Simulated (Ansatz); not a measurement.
Geometry optimisation, RKS PBE/def2-SVP in Ansatz 0.2.0.

The input (input.yaml):

```yaml
crystal:
  periodic: [false, false, false]
  atoms:
    - { symbol: Ge, position_ang: [0.165983, 0.04967, -0.066457] }
    - { symbol: H, position_ang: [0.134027, -0.064398, 1.479786] }
    - { symbol: F, position_ang: [1.855463, 0.039811, -0.525298] }
    - { symbol: H, position_ang: [-0.493813, 1.243347, -0.770991] }
    - { symbol: F, position_ang: [-0.473457, -1.43711, -0.721501] }
    - { symbol: F, position_ang: [-2.33276, 0.219271, 1.351347] }
    - { symbol: H, position_ang: [-1.680443, -0.15669, 1.899815] }
basis:
  gaussian: { orbitals: def2-SVP }
hamiltonian:
  xc: pbe
relax:
  f_tol: 0.03
  max_steps: 50
```

Run as:

```bash
$ ansatz run input.yaml --threads 2 --pin off --max-ram 3072MiB --backend cpu --events-out ev --progress --plain --runs-dir out
```

Where does it end, and by what steps?

The forces met the threshold. After 16 steps the energy has fallen by 0.335 eV; H7 moved furthest, 1.07 Å.

```
step  energy less start (eV)  largest force component (eV/Å)  accepted
   0                  0.0000                           0.242       yes
   1                  0.0045                           1.293        no
   2                 -0.0173                           0.354       yes
   3                 -0.0298                           0.489       yes
   4                 -0.0423                           0.337       yes
   5                 -0.0238                           1.485        no
   6                 -0.0583                           0.182       yes
   7                 -0.0726                           0.201       yes
   8                 -0.0753                           1.159       yes
   9                 -0.1346                           0.382       yes
  10                 -0.1501                           1.873       yes
  11                 -0.2536                           0.629       yes
  12                 -0.3105                           0.777       yes
  13                 -0.3196                           0.428       yes
  14                 -0.3267                           0.284       yes
  15                 -0.3324                           0.181       yes
  16                 -0.3355                           0.014       yes
```

```xyz
7
Properties=species:S:1:pos:R:3
Ge 0.223 0.198 0.124
H 0.717 0.332 1.572
F 1.613 -0.242 -0.844
H -0.506 1.319 -0.634
F -0.770 -1.289 0.006
F -2.130 0.198 1.443
H -1.971 -0.622 0.981
```

Whether the end is a true minimum wasn't checked by a vibrational analysis.

The run took 24 s on 2 threads of Arm Neoverse V1 (shared host), peak memory 0.12 GiB.
